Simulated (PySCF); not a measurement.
C₂H₂F, doublet, at a GFN2-xTB geometry.

The PySCF input:
```python
from pyscf import gto, scf, dft

mol = gto.Mole()
mol.atom = '''
    C     0.03831317    0.37748676   -0.00198934
    C     1.23935301   -0.08688495   -0.03729312
    F    -1.07331666   -0.38169762    0.03330233
    H    -0.24782299    1.43729641    0.00433304
    H     2.24167587    0.25437132   -0.06835927
'''
mol.basis = '6-311++g**'
mol.spin = 1
mol.verbose = 4
mol.build()

mf = dft.UKS(mol)
mf.xc = 'm062x'
mf = mf.density_fit(auxbasis='def2-universal-jkfit')
mf.kernel()
```

Estimate the HOMO energy that DF-M062X/6-311++G** run with PySCF returns for this input.

-9.12 eV

Estimate the Mulliken (on the basis functions themselves) charges in atom order that DF-M062X/6-311++G** returns for this input.

C1 -0.15, C2 -0.05, F3 -0.11, H4 0.15, H5 0.15

Predict the dipole moment from DF-M062X/6-311++G**.

2.12 D

What <S^2> does DF-M062X/6-311++G** give?

0.764

What total energy does DF-M062X/6-311++G** give?

-177.1150 Eh

These values belong to the state on which the SCF converged, which isn't shown to be the lowest.
